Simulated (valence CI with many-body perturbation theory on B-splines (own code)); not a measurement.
## Sr³¹⁺: calculated level list

Method: relativistic CI+MBPT: five valence electrons over a frozen Dirac-Fock core [He], a basis of 11 s, 11 p, 10 d, 8 f, 5 g, 2 h functions for each j, with the one-electron correlation potential Σ1, the two-electron term Σ2, the three-electron term Σ3, Breit, model QED; selected CI, second order for the rest, scaled by the run's own slope (own B-spline code, finite nucleus).

The last digits are not significant, and no measured levels were compared; by estimate large intervals hold to a few tenths of a per cent, small ones and those within an open d or f shell to about a per cent. Among the levels kept, up to 5800 cm⁻¹ of a level comes from second order outside the variational space, and about a tenth of that is noise between levels of different J, which matters for small intervals.

Levels 1 to 45 of 206, with energies above the lowest level, (2s^2 2p1/2^2 2p3/2) J=3/2. "Leading %" is the weight of the configuration and term that name the level; weights of strongly mixed levels are sums over their largest components and can fall short, so below about 35 % the name and the second component can differ from the true leading terms, or belong to a minority configuration. In the jj column 3d3/2^4 stands for four electrons in 3d with j = 3/2. Lifetimes count E1, E2, E3, M1 and M2 decay at the calculated energies, and are blank where another channel may lead or the interval is too uncertain; long ones can be off by a factor of two.

```csv
No.,Configuration,Term,J,E (eV),Leading %,Second component,Lifetime,g,Leading jj
1,2s2 2p3,4S°,3/2,0.0,42,37 % 2s2 2p3 2P°,,1.503,2s^2 2p1/2^2 2p3/2 (95 %)
2,2s2 2p3,2D°,3/2,61.3,51,45 % 2s2 2p3 4S°,384 ns,1.357,2s^2 2p1/2 2p3/2^2 (95 %)
3,2s2 2p3,2D°,5/2,75.2,100,,2.08 μs,1.191,2s^2 2p1/2 2p3/2^2 (100 %)
4,2s2 2p3,2P°,1/2,93.3,99,,346 ns,0.654,2s^2 2p1/2 2p3/2^2 (99 %)
5,2s2 2p3,2P°,3/2,154.0,58,29 % 2s2 2p3 2D°,134 ns,1.250,2s^2 2p3/2^3 (97 %)
6,2s 2p4,4P,5/2,196.0,86,14 % 2s 2p4 2D,28.0 ps,1.537,2s 2p1/2^2 2p3/2^2 (94 %)
7,2s 2p4,4P,3/2,233.2,60,23 % 2s 2p4 2D,7.60 ps,1.443,2s 2p1/2^2 2p3/2^2 (71 %)
8,2s 2p4,4P,1/2,233.7,61,38 % 2s 2p4 2S,9.58 ps,2.373,2s 2p1/2^2 2p3/2^2 (83 %)
9,2s 2p4,2D,3/2,278.7,47,39 % 2s 2p4 4P,7.11 ps,1.234,2s 2p1/2 2p3/2^3 (78 %)
10,2s 2p4,2D,5/2,296.4,86,14 % 2s 2p4 4P,9.41 ps,1.246,2s 2p1/2 2p3/2^3 (94 %)
11,2s 2p4,2P,1/2,317.0,48,26 % 2s 2p4 4P,3.67 ps,1.530,2s 2p1/2 2p3/2^3 (74 %)
12,2s 2p4,2P,3/2,328.3,69,30 % 2s 2p4 2D,3.06 ps,1.166,2s 2p1/2 2p3/2^3 (93 %)
13,2s 2p4,2P,1/2,395.1,50,37 % 2s 2p4 2S,3.33 ps,1.408,2s 2p3/2^4 (85 %)
14,2p5,2P°,3/2,478.4,99,,3.29 ps,1.326,2p1/2^2 2p3/2^3 (99 %)
15,2p5,2P°,1/2,551.1,99,,2.66 ps,0.654,2p1/2 2p3/2^4 (99 %)
16,2s2 2p2 3s,4P,1/2,2124.5,56,22 % 2s2 2p2 3s 2S,101 fs,2.087,2s^2 2p1/2^2 3s (97 %)
17,2s2 2p2 3p,4D°,1/2,2165.7,44,36 % 2s2 2p2 3p 2P°,9.34 ps,0.669,2s^2 2p1/2^2 3p1/2 (97 %)
18,2s2 2p2 3s,4P,3/2,2186.4,89,9 % 2s2 2p2 3s 2P,130 fs,1.685,2s^2 2p1/2 2p3/2 3s (98 %)
19,2s2 2p2 3s,2P,1/2,2191.4,69,29 % 2s2 2p2 3s 4P,61.9 fs,1.252,2s^2 2p1/2 2p3/2 3s (98 %)
20,2s2 2p2 3p,4D°,3/2,2191.5,30,24 % 2s2 2p2 3p 4P°,6.34 ps,1.342,2s^2 2p1/2^2 3p3/2 (94 %)
21,2s2 2p2 3s,2D,5/2,2197.7,51,48 % 2s2 2p2 3s 4P,98.6 fs,1.386,2s^2 2p1/2 2p3/2 3s (96 %)
22,2s2 2p2 3s,2D,3/2,2201.5,55,42 % 2s2 2p2 3s 2P,64.9 fs,1.032,2s^2 2p1/2 2p3/2 3s (98 %)
23,2s2 2p2 3p,4P°,1/2,2227.3,39,30 % 2s2 2p2 3p 4D°,10.3 ps,1.644,2s^2 2p1/2 2p3/2 3p1/2 (97 %)
24,2s2 2p2 3p,4D°,3/2,2231.6,52,25 % 2s2 2p2 3p 2D°,11.7 ps,1.157,2s^2 2p1/2 2p3/2 3p1/2 (97 %)
25,2s2 2p2 3d,4F,3/2,2235.4,41,22 % 2s2 2p2 3d 2D,71.4 fs,0.767,2s^2 2p1/2^2 3d3/2 (97 %)
26,2s2 2p2 3p,2F°,5/2,2239.7,34,32 % 2s2 2p2 3p 2D°,10.2 ps,1.146,2s^2 2p1/2 2p3/2 3p1/2 (95 %)
27,2s2 2p2 3d,4D,5/2,2246.5,24,22 % 2s2 2p2 3d 4F,18.0 fs,1.200,2s^2 2p1/2^2 3d5/2 (94 %)
28,2s2 2p2 3p,4D°,5/2,2249.3,50,34 % 2s2 2p2 3p 4P°,6.62 ps,1.428,2s^2 2p1/2 2p3/2 3p3/2 (97 %)
29,2s2 2p2 3p,4P°,1/2,2252.0,43,28 % 2s2 2p2 3p 2P°,7.14 ps,1.814,2s^2 2p1/2 2p3/2 3p3/2 (96 %)
30,2s2 2p2 3p,4S°,3/2,2253.1,38,34 % 2s2 2p2 3p 2D°,1.44 ps,1.401,2s^2 2p1/2 2p3/2 3p1/2 (62 %)
31,2s2 2p2 3p,4P°,3/2,2257.1,38,35 % 2s2 2p2 3p 2D°,4.01 ps,1.302,2s^2 2p1/2 2p3/2 3p3/2 (67 %)
32,2s2 2p2 3p,2F°,7/2,2260.8,50,49 % 2s2 2p2 3p 4D°,12.8 ps,1.279,2s^2 2p1/2 2p3/2 3p3/2 (96 %)
33,2s2 2p2 3p,2P°,3/2,2265.7,49,20 % 2s2 2p2 3p 2D°,1.42 ps,1.317,2s^2 2p1/2 2p3/2 3p3/2 (90 %)
34,2s2 2p2 3s,4P,5/2,2268.8,50,47 % 2s2 2p2 3s 2D,85.1 fs,1.399,2s^2 2p3/2^2 3s (95 %)
35,2s2 2p2 3p,2D°,5/2,2271.8,44,28 % 2s2 2p2 3p 2F°,2.96 ps,1.183,2s^2 2p1/2 2p3/2 3p3/2 (90 %)
36,2s2 2p2 3s,2P,3/2,2273.1,48,42 % 2s2 2p2 3s 2D,61.6 fs,1.125,2s^2 2p3/2^2 3s (97 %)
37,2s2 2p2 3p,2P°,1/2,2280.4,80,9 % 2s2 2p2 3p 2S°,1.61 ps,0.718,2s^2 2p1/2 2p3/2 3p3/2 (93 %)
38,2s 2p3 3s,6S°,5/2,2294.8,68,23 % 2s 2p3 3s 4P°,466 fs,1.837,2s 2p1/2^2 2p3/2 3s (73 %)
39,2s2 2p2 3s,2S,1/2,2296.0,73,14 % 2s2 2p2 3s 4P,67.4 fs,1.959,2s^2 2p3/2^2 3s (94 %)
40,2s2 2p2 3d,4F,3/2,2298.1,41,34 % 2s2 2p2 3d 2P,40.8 fs,0.946,2s^2 2p1/2 2p3/2 3d3/2 (95 %)
41,2s2 2p2 3d,4F,5/2,2299.6,55,36 % 2s2 2p2 3d 2F,82.7 fs,0.990,2s^2 2p1/2 2p3/2 3d3/2 (94 %)
42,2s2 2p2 3d,4D,1/2,2300.2,80,13 % 2s2 2p2 3d 2P,88.7 fs,0.231,2s^2 2p1/2 2p3/2 3d3/2 (98 %)
43,2s2 2p2 3d,4F,7/2,2302.5,59,32 % 2s2 2p2 3d 4D,357 fs,1.282,2s^2 2p1/2 2p3/2 3d5/2 (93 %)
44,2s2 2p2 3d,2F,7/2,2308.2,41,25 % 2s2 2p2 3d 2G,5.50 ps,1.141,2s^2 2p1/2 2p3/2 3d3/2 (78 %)
45,2s2 2p2 3d,2F,5/2,2309.5,42,40 % 2s2 2p2 3d 4P,13.8 fs,1.207,2s^2 2p1/2 2p3/2 3d5/2 (78 %)
```

The ionisation energy to 2s2 2p2 3P_0 of the next ion comes out as 3824 eV (NIST: 3830 ± 30 eV (semi-empirical)). All 206 levels together are meant to be complete up to 2597.3 eV.
